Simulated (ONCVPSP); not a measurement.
**How hard is this caesium (Cs) ONCV potential?**

Cs (Z = 55), optimised norm-conserving Vanderbilt (ONCV), made with ONCVPSP 4.0.1 (revPBE, scalar-relativistic). Core [Kr] 4d10, reference 5s2 5p6 (charge +1). Waves: 5s: rc 1.95 bohr, ncon 4, nbas 7, qcut 3.4 1/bohr, 2 projectors, debl 2.1 Ha; 5p: rc 1.95 bohr, ncon 4, nbas 7, qcut 4.9 1/bohr, 2 projectors, debl 3.5 Ha; d scattering state at 0.2 Ha: rc 1.80 bohr, ncon 4, nbas 7, qcut 5.9 1/bohr, 2 projectors, debl 2.5 Ha. Local part: polynomial inside 1.80 bohr (lpopt 5, dvloc0 4 Ha). Core correction: Teter function, fcfact 4.75, rcfact 1.5.

Task: For each optimised wave give the share of its norm inside rc, the residual kinetic energy above qcut (Ha) and the cutoffs (Ha) for errors of 10, 1, 0.1 and 0.01 mHa per electron.

Result:

```json
{"wave": "5s", "norm inside rc": "0.684", "residual KE": "1.5e-02", "10 mHa": "6.8", "1 mHa": "27.0", "0.1 mHa": "33.2", "0.01 mHa": "46.1"}
{"wave": "s projector 2", "norm inside rc": "0.075", "residual KE": "1.8e-02", "10 mHa": "6.6", "1 mHa": "16.6", "0.1 mHa": "33.0", "0.01 mHa": "38.4"}
{"wave": "5p", "norm inside rc": "0.485", "residual KE": "3.5e-04", "10 mHa": "7.0", "1 mHa": "10.6", "0.1 mHa": "20.5", "0.01 mHa": "36.7"}
{"wave": "p projector 2", "norm inside rc": "0.103", "residual KE": "2.3e-03", "10 mHa": "10.3", "1 mHa": "13.3", "0.1 mHa": "33.1", "0.01 mHa": "42.9"}
{"wave": "d projector 1", "norm inside rc": "0.066", "residual KE": "4.6e-04", "10 mHa": "3.4", "1 mHa": "14.6", "0.1 mHa": "45.5", "0.01 mHa": "56.6"}
{"wave": "d projector 2", "norm inside rc": "0.115", "residual KE": "4.7e-02", "10 mHa": "26.5", "1 mHa": "67.0", "0.1 mHa": "77.2", "0.01 mHa": "113.0"}
```

The occupied waves need 27 Ha and 33 Ha for 1 and 0.1 mHa. Note: no bound ghost flagged but for a GHOST(-) flag that falls on a real empty level of the atom; GHOST(+) flagged for s at 127.8 eV. 1 of 4 tests not solved or not reliable.
